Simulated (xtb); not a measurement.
F4Ti, singlet, geometry from GFN2-xTB (such geometries of metal compounds can be far from the true shape), atoms displaced at random by about 0.02 Å a coordinate. Base run: GFN1-xTB (xtb).

Here is a job for xtb.
```
$ xtb mol.xyz --gfn 1 --opt --json

# file mol.xyz
5

Ti    -0.00951288     0.01293520    -0.02679725
F      1.08545306     0.75818839    -1.03261629
F      0.78820340    -1.07254041     1.05647847
F     -1.10062278    -0.90078837    -0.91294732
F     -0.88739709     1.15536380     0.93693019
```

The base run was repeated with changes; each row names its change, and settings that it needs were set with it.

```
change               ΔE vs base (kJ/mol)  optimiser steps
-------------------  -------------------  ---------------
base                                0.00                6
engine = inertial                   0.04                -
engine = lbfgs                      0.00                -
opt level = extreme                 0.00                8
opt level = lax                     0.01                5
opt level = crude                   0.03                4
opt level = sloppy                  0.03                4
alpb = thf                           ___                7
opt level = vtight                  0.00                8
alpb = ch2cl2                        ___                7
```

What belongs in the gaps?


- alpb = thf, ΔE vs base (kJ/mol): 25.59
- alpb = ch2cl2, ΔE vs base (kJ/mol): 9.70
